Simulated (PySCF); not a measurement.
A TDDFT job, as run on `C=CB1OBOBS1`.

The calculation used TDDFT CAM-B3LYP/def2-SVPD, vertical, gas phase, core orbitals frozen in the response in PySCF 2.14.0, density-fitted response routines.

Input of the driver that calls PySCF (job settings, then Cartesian coordinates in Å):

```
{"job": {"kind": "uv", "xc": "CAM-B3LYP", "basis": "def2-SVPD", "nstates": 8, "ntriplets": 3}, "charge": 0, "multiplicity": 1}
C      2.5348     0.9952     0.5095
C      1.6579     0.7074    -0.4489
B      0.2361     0.1202    -0.2045
O     -0.5714    -0.1384    -1.2547
B     -1.8202    -0.6482    -1.2655
O     -2.4428    -0.9956    -0.1112
B     -1.9793    -0.8934     1.1407
S     -0.3423    -0.2269     1.4991
H      3.5125     1.3998     0.3007
H      2.2920     0.8294     1.5469
H      1.9440     0.8896    -1.4790
H     -2.3777    -0.7944    -2.2849
H     -2.6481    -1.2441     2.0341
```

Output:

```
coarse grid: 12328 points
cycle   1  E = -701.9312596459  dE =  1.471e+00  |g| = 8.372e-01  |ddm| = 7.229e+00
cycle   2  E = -701.8849828650  dE =  4.628e-02  |g| = 1.029e+00  |ddm| = 2.453e+00
cycle   3  E = -702.0710641608  dE = -1.861e-01  |g| = 7.551e-02  |ddm| = 1.222e+00
cycle   4  E = -702.0723212328  dE = -1.257e-03  |g| = 3.582e-02  |ddm| = 3.312e-01
cycle   5  E = -702.0726993558  dE = -3.781e-04  |g| = 4.680e-03  |ddm| = 1.014e-01
cycle   6  E = -702.0727047425  dE = -5.387e-06  |g| = 2.440e-03  |ddm| = 1.546e-02
final grid: 117064 points
cycle   7  E = -702.1778826703  dE = -4.930e-05  |g| = 4.095e-03  |ddm| = 1.231e-01
cycle   8  E = -702.1778815584  dE =  1.112e-06  |g| = 4.730e-03  |ddm| = 1.631e-02
cycle   9  E = -702.1778869560  dE = -5.398e-06  |g| = 5.240e-04  |ddm| = 7.838e-03
cycle  10  E = -702.1778870122  dE = -5.627e-08  |g| = 2.237e-04  |ddm| = 1.289e-03
cycle  11  E = -702.1778870243  dE = -1.203e-08  |g| = 5.059e-05  |ddm| = 4.597e-04
cycle  12  E = -702.1778870248  dE = -5.705e-10  |g| = 1.561e-05  |ddm| = 1.050e-04
converged SCF energy = -702.1778870248

Static polarisability (au): isotropic 85.725, principal 57.546 87.827 111.803

Singlet excitations
state   eV       nm        f      main configurations
  1   5.6658    218.8   0.00927   H-1->L 0.88
  2   5.6780    218.4   0.22419   H->L 0.89
  3   6.2548    198.2   0.00233   H-3->L+1 0.42, H-3->L 0.33, H-1->L+1 0.17
  4   6.4198    193.1   0.00310   H->L+1 0.65, H-2->L 0.16, H-2->L+1 0.08
  5   6.5124    190.4   0.00054   H-3->L 0.55, H-1->L+1 0.26, H-3->L+1 0.11
  6   6.7097    184.8   0.32640   H-2->L 0.77, H->L+1 0.16
  7   6.7526    183.6   0.01098   H-1->L+1 0.49, H-3->L+1 0.42
  8   7.2105    171.9   0.00024   H-4->L 0.75, H-1->L+4 0.09

Triplet excitations (Tamm-Dancoff, eV): 3.8255 5.3047 5.3911
```

The SCF starts on a coarse grid; the energy jumps when the final grid takes over, and dE counts afresh there. The run used 213 basis functions and 12 SCF iterations for the ground state.

The run took 82 s (grids of density and orbitals included) on one thread of an Arm Neoverse N1, shared host, and the process peaked at 0.96 GiB of memory.

Problem. What frontier levels and dipole did the ground state of this run have?

Solution. HOMO -9.26 eV, LUMO -0.63 eV, dipole 1.14 D.

The structure is a single GFN2-xTB conformer in the gas phase; no vibrational or solvent corrections.
